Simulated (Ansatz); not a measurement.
Mulliken charges of F2H2OSi2, SMILES `F[Si]1(F)O[SiH2]1` from ωB97M-V/def2-TZVPP in Ansatz (PBE0-D4/def2-TZVP geometry).

```
atom   x (Å)   y (Å)   z (Å)  charge (e)
  F1   0.424  -1.612   1.694      -0.276
 Si2   0.038  -1.026   0.280       0.759
  F3  -0.194  -2.288  -0.639      -0.276
  O4   1.103   0.078  -0.322      -0.403
 Si5  -0.305   1.059  -0.233       0.204
  H6  -0.202   2.189   0.720      -0.004
  H7  -0.803   1.533  -1.545      -0.004
```

Q: By hand: the dipole of these point charges (1 e Å = 4.8032 D).

A: Σ q r = (-0.537, 0.467, 0.007) e Å, of length 0.712 e Å = 3.42 D.

Q: How does the dipole of the full density compare? (An estimate is asked.)

A: Ansatz gave: (-0.312, 0.384, -0.029) e Å, 2.38 D; the point charges give 1.44 times that, at 11° from its direction.

Point charges leave out the atoms' own dipoles, such as those of lone pairs, and Mulliken's split depends on the basis, so the two needn't agree.
